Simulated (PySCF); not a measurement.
Input and output of a geometry optimisation on `C=Cc1ccc(CF)cc1`.

Computed with PBE0-D3(BJ)/def2-SVP geometry optimisation, gas phase in PySCF.

Input of the driver that calls PySCF (job settings, then Cartesian coordinates in Å, the GFN2-xTB start):

```
{"job": {"xc": "PBE0", "basis": "def2-SVP", "d3": "d3bj", "grid": 1, "kind": "geom"}, "charge": 0, "multiplicity": 1}
C      3.4883     0.5604    -0.0588
C      2.5685    -0.3497    -0.3565
C      1.1243    -0.2084    -0.2166
C      0.5179     0.9067     0.3607
C     -0.8565     0.9935     0.4681
C     -1.6660    -0.0337     0.0045
C     -3.1643     0.0337     0.1037
F     -3.5922     1.1529     0.7706
C     -1.0742    -1.1521    -0.5720
C      0.2982    -1.2364    -0.6782
H      3.2428     1.5340     0.3298
H      4.5368     0.3617    -0.2003
H      2.8881    -1.3059    -0.7539
H      1.1233     1.7173     0.7346
H     -1.3094     1.8642     0.9179
H     -3.5625    -0.8297     0.6512
H     -3.6208     0.0697    -0.8939
H     -1.6966    -1.9570    -0.9369
H      0.7445    -2.1118    -1.1284
```

Output:

```
step   0  E = -447.37063331  max force = 0.011093
step   1  E = -447.37260053  max force = 0.001662
step   2  E = -447.37262053  max force = 0.000762
step   3  E = -447.37262096  max force = 0.001030
step   4  E = -447.37262726  max force = 0.000522
step   5  E = -447.37262633  max force = 0.000591
step   6  E = -447.37262982  max force = 0.000250
optimisation converged
```

Energies are in Eh and forces in Eh/bohr. The run used 185 basis functions and 45 SCF iterations in all.

Rough CPU time on one thread of a shared machine: about 2.2 min.

Question: How much energy does the optimisation gain, and how much of it in the first step?

Answer: 1.3 kcal/mol (54 meV) from step 0 to step 6; the first step changes the energy by -1.2 kcal/mol. The largest force component goes from 0.0111 to 0.00025 Eh/bohr.

Final geometry (Å):

```
atom  x, y, z in Å
C1     3.5062    0.4403   -0.0309
C2     2.5558   -0.4475   -0.3464
C3     1.1050   -0.2919   -0.1871
C4     0.5135    0.8382    0.3967
C5    -0.8660    0.9436    0.5249
C6    -1.7023   -0.0808    0.0754
C7    -3.1948    0.0297    0.2027
F8    -3.5629    1.1659    0.8723
C9    -1.1264   -1.2139   -0.5044
C10    0.2537   -1.3153   -0.6326
H11    3.2776    1.4206    0.3962
H12    4.5615    0.2113   -0.1947
H13    2.8676   -1.4066   -0.7763
H14    1.1427    1.6527    0.7625
H15   -1.3125    1.8274    0.9833
H16   -3.5986   -0.8438    0.7451
H17   -3.6633    0.0484   -0.7980
H18   -1.7624   -2.0305   -0.8597
H19    0.6896   -2.2090   -1.0877
```

Point group near Cs, missed by 0.20 Å. Not checked by PBE0-D3(BJ)/def2-SVP frequencies. After the best overlay, start and end differ by 0.03 Å (root mean square over atoms).

Bond lengths before and after (atoms numbered from 1 in input order):

```csv
bond,start (Å),end (Å),change (Å)
C1=C2,1.328,1.338,+0.010
C2–C3,1.458,1.468,+0.010
C3–C4,1.394,1.403,+0.009
C3–C10,1.397,1.404,+0.007
C4–C5,1.381,1.390,+0.009
C5–C6,1.388,1.397,+0.009
C6–C7,1.503,1.502,-0.001
C6–C9,1.390,1.397,+0.007
C7–F8,1.371,1.369,-0.002
C9–C10,1.379,1.390,+0.011
C1–H11,1.077,1.094,+0.017
C1–H12,1.077,1.092,+0.015
C2–H13,1.084,1.096,+0.012
C4–H14,1.079,1.092,+0.013
C5–H15,1.080,1.091,+0.011
C7–H16,1.097,1.105,+0.008
C7–H17,1.098,1.105,+0.007
C9–H18,1.081,1.094,+0.013
C10–H19,1.081,1.094,+0.013
```
